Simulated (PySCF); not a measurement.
Si(I)2(OH)2 (H₂I₂O₂Si), SMILES O[Si](O)(I)I. Atoms are numbered in the order given.

```xyz
7

O     -0.0959     1.3946    -1.8212
Si     0.0000     0.0000    -0.9162
O      0.0959    -1.3946    -1.8212
I     -2.0456     0.0016     0.4380
I      2.0456    -0.0016     0.4380
H      0.7484     1.6613    -2.2317
H     -0.7484    -1.6613    -2.2317
```

Geometry: PBE-D3(BJ)/def2-SVP. The def2 effective core potentials stand for the cores of I; spin–orbit coupling is left out. The values are those of a single conformer.

Method: PySCF with PBE/def2-TZVP.

Gas-phase values at a fixed geometry.

| Item | Result |
|---|---|
| total energy | -1036.49912 hartree |
| point group | C2 |
| highest occupied level | -6.58 eV |
| lowest empty level | -2.17 eV |
| orbital gap | 4.41 eV |
| dipole moment | 1.35 D |
| quadrupole, principal values (traceless, Buckingham form, about the centre of nuclear charge) | -9.73, 3.90, 5.83 D·Å |
| mean static polarisability | 97.4 bohr³ (14.43 Å³) |
| polarisability, principal values | 75.3, 89.2, 127.5 bohr³ |
